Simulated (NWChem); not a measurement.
# Correlation energy of hydrogen selenide (H₂Se)

```
Se
H 1 1.4692
H 1 1.4692 2 91.26
```
Charge 0, spin multiplicity 1.

The numbers come from NWChem runs, not from measurements. Structure: optimised with PBE0/def2-SVP, a minimum by its harmonic frequencies.

Basis set: 3-21G. Each correlation energy counts from its own Hartree-Fock reference.

The Hamiltonian is non-relativistic. The correlated methods keep 9 core orbitals frozen. No row is a measurement; the coupled-cluster row has its own basis-set and correlation limits.

Question: Order these methods by the correlation energy they give, lowest first: MP2, SCS-MP2, CR-CCSD[T].

Answer: CR-CCSD[T] (-70.6 mHa), SCS-MP2 (-59.4 mHa), MP2 (-53.9 mHa)
